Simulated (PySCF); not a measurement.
SrSn⁺: from constants to spectrum

UHF-CCSD(T) constants of SrSn⁺, ⁴Σ⁻ (quartet), unpaired electrons σ ↑, π ↑↑ (Sr def2-SVP with ECP28, Sn def2-SVP with ECP28; scalar-relativistic core potentials (PySCF 2.14); masses 87.9056 and 119.9022 u):

```
ωe             : 152.1 cm⁻¹
ωexe           : 0.491 cm⁻¹
Be             : 0.034768 cm⁻¹
αe             : 0.000122 cm⁻¹
De to Sr⁺ + Sn : 0.86 eV
```

(1) What force constant and bond length do these constants imply?

(2) Estimate the centrifugal constant D from the Kratzer relation and find the Dunham coefficient a1.

Correlated steps freeze 4 core orbitals. Correlated levels converge slowly with the basis: in double zeta they bind strong bonds too weakly, by up to about 1 eV, and carry superposition errors of some tenths. Spin–orbit coupling is left out, which matters for elements this heavy, above all for dissociation energies. For an ion De counts to the pair picked by the measured ionisation energies or electron affinities, which need not be the lowest pair at this level. The state was picked by a PBE0 search and need not be the measured ground state.

Results:

(1) Reduced mass μred = 50.720 u; k = 5.8918×10⁻⁷·μred·ωe² (u, cm⁻¹, mdyn/Å) = 0.691 mdyn/Å; Re = √(16.8576/(μred·Be)) (u, cm⁻¹, Å) = 3.092 Å.

(2) D = 4Be³/ωe² = 7.27e-09 cm⁻¹; a1 = −1 − αeωe/(6Be²) = -3.56.
